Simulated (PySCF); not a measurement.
**Unknown compound**

Molecular formula: C3H7FO3Si2. Simulated spectra:

1H NMR (400 MHz, computed): δ 6.48 (br s, 1H), 6.05 (br s, 1H), 5.78 (br s, 1H), 5.61 (m, 1H), 3.34 (m, 3H).

13C{1H} NMR (computed): δ 173.7 (C), 151.3 (C), 113.2 (CH2).

[PySCF 2.14.0 with density-fitted response routines: shieldings: GIAO PBE0/pcSseg-1; GFN2-xTB geometry; relativity neglected; one conformer; no solvent; averaged over atoms made equivalent by symmetry, fast rotation or ring inversion]

Chemical shifts δ = σref − σ; 1H, 13C vs TMS, all at this level.

Deduce the structure.

Results:


- The formula gives 2 degrees of unsaturation (no ring in the answer).
- 3 carbon signals for 3 carbons: no two carbons are equivalent.
- Carbon types of the structure: 2 × C, 1 × CH2, leaving 5 H on heteroatoms.
- δC 173.7: carboxylic acid carbon; lone-pair donation from the attached heteroatom keeps it upfield of a ketone carbonyl.
- δC 151.3: alkene carbon bearing oxygen; an sp2 carbon further deshielded by the attached heteroatom.
- δC 113.2: β carbon of a C=C–C=O unit.
- δH 6.48: hydrogen on an acid hydroxyl oxygen; labile proton, position sensitive to the medium.
- δH 6.05, 5.78: hydrogen on a β carbon of a C=C–C=O unit; a vinylic proton, deshielded by the sp2 carbon and the C=C anisotropy.
- δH 5.61: hydrogen on a silicon bonded to F, O, Si.
- δH 3.34: hydrogen on a silicon bonded to Si.

The compound is `InChI=1S/C3H7FO3Si2/c1-2(3(5)6)7-9(4)8/h9H,1H2,8H3,(H,5,6)/t9-/m1/s1`.

The data come from this structure; uniqueness wasn't tested.

OH and NH positions are those of a molecule without intermolecular hydrogen bonds; in solution they move with solvent, concentration and temperature, and exchange usually removes their couplings. Splittings by 19F in the carbon and heteronuclear signals aren't shown, as no couplings were computed. Shifts are as computed. Against solution values, carbons near 30 ppm lie about +3 ppm off and those near 130 ppm about +5 ppm. Of 1309 compounds with measured shifts, 239 miss one by over three times the rms of a fit or turn the order of signals round; such compounds aren't used in these exercises. Hydrogen bonding in solution deshields acid and N–H amide carbonyl carbons by as much as 10 ppm beyond these values. Multiplicities follow the n + 1 count of equivalent neighbours, as no J values were calculated; m marks all less simple cases, F and P coupling included.
